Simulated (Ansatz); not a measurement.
Consider the redistribution: `[CH3][Ga]([F])[F]` + `C[BH][ZnH]` → `C[BH][Ga]([CH3])[F]` + `[F][ZnH]`.

Computed with Ansatz on PBE0-D4/def2-TZVP structures; ΔE is electronic, products minus reactants. CCSD(T)/CBS adds triple-zeta CCSD(T) − MP2 to the extrapolated MP2 energy (def2 sets, frozen cores). Functionals use def2-TZVPP. For Ga, Zn outer-core shells are correlated without core-valence functions, which leaves a few kJ/mol of doubt a bond. Scalar relativity is left out up to krypton. Each species was taken in one conformer, which may not be the lowest.

```json
{"level": "r2SCAN", "ΔE (eV)": "-0.11"}
{"level": "MP2/CBS(def2)", "ΔE (eV)": "-0.16"}
```

What does CCSD(T)/CBS give? (An estimate is asked.)

Ansatz gave: -0.18 eV. The listed levels differ from it by 0.07, 0.02 eV.

Largest T1 diagnostic among the species: 0.018.
